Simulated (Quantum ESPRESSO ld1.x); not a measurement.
Results of a calculation; reference values are marked as such.
The europium ion Eu35+, 28 electrons, occupied as [Ar] 3d10. Code: ld1.x of Quantum ESPRESSO 7.5. Model: scalar-relativistic Kohn-Sham, LDA (Slater exchange, Perdew-Zunger correlation), spin-polarised, spherical densities, point nucleus.

Unscreened Slater integrals over Kohn-Sham orbitals (hartree). They are taken over the spin-up orbitals. Empty in this configuration: 4p, 4s.

F0(4p,4p): 1.7948
F2(4p,4p): 0.93328
F0(4p,4s): 1.8104
G1(4p,4s): 1.2221
F0(4p,3d): 2.2716
F2(4p,3d): 0.66360
G1(4p,3d): 0.21826
G3(4p,3d): 0.22072
F0(4p,3p): 2.2317
F2(4p,3p): 0.70792
G0(4p,3p): 0.19252
G2(4p,3p): 0.23338
F0(4s,4s): 1.8275
F0(4s,3d): 2.2940
G2(4s,3d): 0.22034
F0(4s,3p): 2.2541
G1(4s,3p): 0.23163
F0(3d,3d): 4.1393
F2(3d,3d): 2.1099
F4(3d,3d): 1.3574
F0(3d,3p): 3.8710
F2(3d,3p): 1.8670
G1(3d,3p): 2.0523
G3(3d,3p): 1.3518
F0(3p,3p): 3.7118
F2(3p,3p): 1.8670
